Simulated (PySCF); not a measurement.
CH2AlF3O (SMILES [OH][AlH][C](F)(F)F), singlet, at the geometry of the source list. Base run: PySCF with M062X/6-31G.

Here is a job for PySCF.
```python
from pyscf import gto, scf, dft, solvent

mol = gto.M(
    atom='''
Al   -0.381100    0.491700    0.643700
C     0.203900   -1.019400   -0.602900
F    -1.116800   -1.449400   -0.631200
F     0.946600   -2.133900   -0.584500
F     0.404100   -0.470000   -1.834600
H    -1.789700    0.265300    1.131900
O     0.599700    1.771300    0.869900
H     1.133300    2.544300    1.007800
''',
    basis='6-31g',
    charge=0,
    spin=0,
    verbose=4,
)

mf = dft.RKS(mol)
mf.xc = 'm062x'
mf.kernel()
mf.analyze()
```

The base run was repeated with changes; each row names its change, and settings that it needs were set with it.

```csv
change,ΔE vs base (kJ/mol),dipole (D),HOMO-LUMO gap (eV)
base,0.00,3.93,9.11
model = IEF-PCM; solvent = acetonitrile; vdw_scale = 1.1,-52.3,4.45,9.68
model = IEF-PCM; solvent = acetonitrile; r_probe = 0.5,-13.95,4.24,9.36
model = C-PCM; solvent = acetonitrile,(withheld),4.40,9.57
model = IEF-PCM; solvent = acetonitrile,-35.4,4.39,9.56
model = IEF-PCM; solvent = water,(withheld),4.40,(withheld)
model = IEF-PCM; solvent = acetonitrile; vdw_scale = 1.4,-19.05,4.30,9.41
model = IEF-PCM; solvent = acetonitrile; lebedev_order = 11,-34.6,4.39,9.55
model = IEF-PCM; solvent = n-hexane,-13.35,4.13,9.28
model = IEF-PCM; solvent = acetonitrile; vdw_scale = 1.0,-81.8,4.52,9.81
model = SS(V)PE; solvent = acetonitrile,(withheld),4.39,9.56
model = IEF-PCM; solvent = dimethylsulfoxide,-35.8,4.40,9.57
```

Q: Complete the blanks.

A: 
- model = C-PCM; solvent = acetonitrile, ΔE vs base (kJ/mol): -35.9
- model = IEF-PCM; solvent = water, ΔE vs base (kJ/mol): -36.3
- model = IEF-PCM; solvent = water, HOMO-LUMO gap (eV): 9.58
- model = SS(V)PE; solvent = acetonitrile, ΔE vs base (kJ/mol): -35.2

The base is the gas phase, so ΔE is the electrostatic part of solvation at a fixed geometry, without cavity and dispersion terms.
